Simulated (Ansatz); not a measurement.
Cartesian coordinates (Å):
SMILES: SC(C=C=S)S
```xyz
10

S      3.4858     0.3023     0.2722
C      1.9948     0.0551    -0.1241
C      0.7271    -0.1380    -0.4210
C     -0.3853     0.2030     0.5317
S     -1.4509     1.5638    -0.0946
S     -1.2976    -1.2867     1.1048
H      0.4607    -0.5613    -1.3929
H      0.0355     0.6159     1.4593
H     -1.8542     0.9078    -1.2083
H     -1.7159    -1.6619    -0.1271
```
Charge 0, multiplicity 1.

The numbers are results of frozen-core CCSD(T)/cc-pVTZ // PBE-D3(BJ)/def2-TZVP (Ansatz, a quantum-chemistry and plane-wave program), not measurements.

```json
{
  "HF energy": "-1308.54623 Ha",
  "MP2 correlation energy": "-1.00256 Ha"
}
```

Q: Estimate the CCSD correlation energy, the (T) correction, the total energy and the T1 diagnostic.

A: 
| Item | Value |
|---|---|
| CCSD correlation energy | -1.05456 Ha |
| (T) correction | -0.05767 Ha |
| CCSD(T) total energy | -1309.65846 Ha |
| T1 diagnostic | 0.015 |
